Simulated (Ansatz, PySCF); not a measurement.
Reaction R1 + R2 → P1 + P2, each structure at its B3LYP-D3(BJ)/def2-TZVP stationary point, reached from a drawn start (curvature not checked).
R1: C2H6AlCl (SMILES [CH3][Al]([CH3])[Cl]), charge 0, multiplicity 1.
P1, C2H6AlF (SMILES [CH3][Al]([CH3])[F]) (charge 0, multiplicity 1):
```json
[
 {"atom": "C", "x (Å)": "-1.7197", "y (Å)": "-0.3666", "z (Å)": "0.0483"},
 {"atom": "Al", "x (Å)": "-0.0468", "y (Å)": "0.6166", "z (Å)": "-0.1064"},
 {"atom": "C", "x (Å)": "1.7563", "y (Å)": "-0.1028", "z (Å)": "0.0353"},
 {"atom": "F", "x (Å)": "-0.1730", "y (Å)": "2.2513", "z (Å)": "-0.3934"},
 {"atom": "H", "x (Å)": "-2.2321", "y (Å)": "-0.1090", "z (Å)": "0.9806"},
 {"atom": "H", "x (Å)": "-1.5706", "y (Å)": "-1.4484", "z (Å)": "0.0435"},
 {"atom": "H", "x (Å)": "-2.4060", "y (Å)": "-0.1125", "z (Å)": "-0.7637"},
 {"atom": "H", "x (Å)": "2.2233", "y (Å)": "-0.1635", "z (Å)": "-0.9530"},
 {"atom": "H", "x (Å)": "2.3965", "y (Å)": "0.5413", "z (Å)": "0.6434"},
 {"atom": "H", "x (Å)": "1.7719", "y (Å)": "-1.1065", "z (Å)": "0.4656"}
]
```
P2, HCl (SMILES Cl) (charge 0, multiplicity 1):
| atom | x (Å) | y (Å) | z (Å) |
|---|---|---|---|
| Cl | 0.0000 | 0.0000 | 0.6410 |
| H | 0.0000 | 0.0000 | -0.6410 |
R2: HF (SMILES F), charge 0, multiplicity 1.

P less R. No zero-point or thermal terms.

The values were computed with Ansatz (a first-principles code); PySCF for the D3/D4 terms. No computed number here is a measurement.

### Question
One of these levels gives -6.18 kcal/mol for the reaction energy. Which?
A) PBE/def2-TZVPP
B) PBE0-D3(BJ)/def2-TZVPP
C) B3LYP/def2-TZVPP
D) BLYP-D3(BJ)/def2-TZVPP

### Answer
D, BLYP-D3(BJ)/def2-TZVPP. The others give -4.97 (PBE/def2-TZVPP), -6.76 (B3LYP/def2-TZVPP), -3.23 (PBE0-D3(BJ)/def2-TZVPP)
